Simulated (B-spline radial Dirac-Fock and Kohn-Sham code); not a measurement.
## Binding energies of Pb⁺ in different valence configurations

Level of theory: relaxed Dirac-Fock hole states (ΔSCF) with Breit and QED corrections and a finite nucleus; an atomic code on a B-spline grid. Electron correlation is not included.

Reference: the tabulated ground configuration [Xe] 4f14 5d10 6s2 6p1, with 3d3/2 2602.4 eV, 4s 915.1 eV, 4p1/2 785.6 eV, 4p3/2 665.4 eV, 5p1/2 124.0 eV, 6s 21.80 eV, Kα1 74964.7 eV, Kβ1 84928.0 eV, Lα1 10550.1 eV, Lβ2 12618.3 eV.

Shifts from the reference in eV.

| configuration | average energy | 3d3/2 | 4s | 4p1/2 | 4p3/2 | 5p1/2 | 6s | Kα1 | Kβ1 | Lα1 | Lβ2 |
| --- | --- | --- | --- | --- | --- | --- | --- | --- | --- | --- | --- |
| [Xe] 4f14 5d10 6s1 6p2 | +8.44 | +1.81 | +1.69 | +1.82 | +1.82 | +1.82 | +2.17 | -0.02 | -0.03 | -0.01 | -0.02 |

Values without a named source are computed, but for edge energies of neutral atoms, which are taken from tables.
